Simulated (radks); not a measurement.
The numbers below are computed, except where a source is named.
Zn III, 28 electrons, occupied as [Ar] 3d10 (the NIST ground configuration). Code: a radial shooting solver on a logarithmic mesh with Libxc functionals. Model: Dirac Kohn-Sham, LDA (Slater exchange, Perdew-Wang correlation), spin-unpolarised, spherical densities, point nucleus.

Normalised radial functions P(r) = r R(r) (large component), r in bohr:

```
   r/bohr * 3p1/2, o 3p3/2, + 3d3/2 (the largest magnitude, 1.27, reaches the edge; | marks zero, & curves that meet)
 0.002131                             &
 0.002709                             &
 0.003472                             &
 0.004413                             &
  0.00561                             &
 0.007132                             &
  0.00914                             &*
  0.01162                             +&
  0.01477                             +&
  0.01878                             + &
  0.02387                             +  &
  0.03059                             +   &
  0.03889                             +    o*
  0.04943                             |+     o*
  0.06284                             |+        &
  0.08053                             | +         &
   0.1024                             |  +          &
   0.1301                             |    +        &
   0.1654                             |      +    &
   0.2103                             |     &   +
   0.2695                         *o  |             +
   0.3426               *o            |                 +
   0.4356      *o                     |                    +
   0.5537  &                          |                     +
   0.7096   o*                        |                    +
    0.902         &                   |                  +
    1.147                &            |              +
    1.458                      o*     |          +
    1.853                          &  |      +
    2.375                            &|   +
    3.019                             & +
```

3p1/2: eigenvalue -106.30 eV, 1 radial node at r = 0.247 bohr, <r> = 0.707 bohr, 90 % of the charge inside 1.09 bohr. 3p3/2: eigenvalue -103.23 eV, 1 radial node at r = 0.251 bohr, <r> = 0.718 bohr, 90 % of the charge inside 1.11 bohr. 3d3/2: eigenvalue -31.443 eV, 0 radial nodes, <r> = 0.876 bohr, 90 % of the charge inside 1.53 bohr.
